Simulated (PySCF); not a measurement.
Ti(F)3(Cl)(NH3) (ClF3H3NTi), SMILES [Cl][Ti]([F])(<-[NH3])([F])[F], multiplicity 1.

Geometry optimised at B3LYP-D3(BJ)/def2-SVP. The spin state was assumed, not searched.

Level of theory: PySCF with B3LYP-D3(BJ)/def2-SVP.

Frequencies are harmonic and unscaled.

```csv
mode,ν (cm⁻¹),IR (km/mol),Raman (Å⁴/amu),depolarisation,moving atoms (share of kinetic energy)
1,89,0.0,0.1,0.75,H 97 %
2,100,3.4,1.2,0.75,"F 50 %, Cl 23 %, N 18 %, H 9 %"
3,119,0.7,0.4,0.70,"F 68 %, N 21 %, H 9 %"
4,185,0.0,1.1,0.75,"F 44 %, Ti 21 %, H 15 %, N 13 %"
5,187,5.7,2.7,0.75,"Cl 36 %, F 24 %, N 21 %, H 13 %"
6,214,3.8,1.4,0.63,"F 59 %, Cl 24 %, Ti 13 %"
7,246,9.5,1.8,0.75,F 89 %
8,265,23.5,0.8,0.75,"F 72 %, Ti 14 %"
9,308,9.4,0.6,0.61,"N 61 %, H 14 %, Ti 13 %, F 9 %"
10,426,61.6,6.4,0.07,"Cl 48 %, Ti 34 %, F 11 %"
11,586,4.9,0.7,0.75,"H 76 %, N 17 %"
12,591,20.6,2.8,0.40,"H 75 %, N 16 %"
13,742,170.8,7.5,0.01,"F 74 %, Ti 23 %"
14,770,231.7,7.8,0.19,"F 68 %, Ti 32 %"
15,800,219.9,0.6,0.75,"F 57 %, Ti 40 %"
16,1185,144.0,0.2,0.35,"H 83 %, N 17 %"
17,1616,23.9,5.4,0.75,H 95 %
18,1623,15.8,4.9,0.75,H 95 %
19,3463,15.5,90.9,0.01,H 98 %
20,3583,29.4,54.8,0.73,"H 92 %, N 8 %"
21,3590,36.2,34.1,0.75,"H 92 %, N 8 %"
```
